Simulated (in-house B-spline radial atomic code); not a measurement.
Results of a calculation; reference values are marked as such.
**Sn ion on W atom: potential, deflection and energy transfer**

The pair potential comes from two frozen, spherical free-atom densities (PBE, B-spline radial code, scalar-relativistic past argon): electrostatics plus the change in Thomas-Fermi kinetic and Dirac exchange energy where they overlap, the recipe behind the universal ZBL potential, which averages such potentials (from solid-state densities) over many pairs. It is written V = (Z1 Z2 e²/r) φ(r/a), with e² = 14.3996 eV·Å and a = 0.46850 Å/(Z1^0.23 + Z2^0.23); ZBL's fit is φ = 0.18175 e^(−3.1998x) + 0.50986 e^(−0.94229x) + 0.28022 e^(−0.4029x) + 0.02817 e^(−0.20162x). Where φ falls below 4e-4 it is continued as an exponential.

Masses 118.71 and 183.84 u.

```csv
x = r/a,"φ, this pair","φ, ZBL"
0.1,0.8823,0.8928
0.5,0.6011,0.6096
1.5,0.2913,0.2995
3,0.1246,0.1292
5,0.04967,0.05224
8,0.01636,0.01705
12,0.004668,0.00474
17,0.001263,0.001212
```

Question: At x = 5 the electrostatic, kinetic and exchange parts are -128.9, 6284.12 and -337.33 eV. Find r, V and φ.

Answer: a = 0.46850/(2.4590 + 2.6911) = 0.09097 Å, so r = 0.45485 Å. V = -128.9 + 6284.12 + (-337.33) = 5817.89 eV. The bare repulsion is 50 × 74 × 14.3996/0.45485 = 117140 eV, so φ = 0.0497, -4.9 % against ZBL's 0.0522. The kinetic (Pauli) term is 108 % of V here, as the other two terms together attract.

Question: The ion comes in at 9.639 keV with impact parameter 0.1819 Å. The scattering integral gives a centre-of-mass angle of 119° and a closest approach of 5.247 a. What are the reduced energy, the energy passed on and the laboratory angles?

Answer: ε = E a M2/(Z1 Z2 e² (M1 + M2)) = 9639 × 1.0375e-06 = 0.01. The most that one collision can pass on is γE with γ = 4 M1 M2/(M1 + M2)² = 0.9537. Here T = γE sin²(θ/2) = 0.9537 × 9639 × 0.7421 = 6822 eV. The ion turns by arctan(sin θ/(cos θ + M1/M2)) = 79.5°, and the struck atom leaves at (180° − θ)/2 = 30.5°. The closest approach is 0.477 Å. With ZBL the angle would be 119.98° and T = 6892 eV.
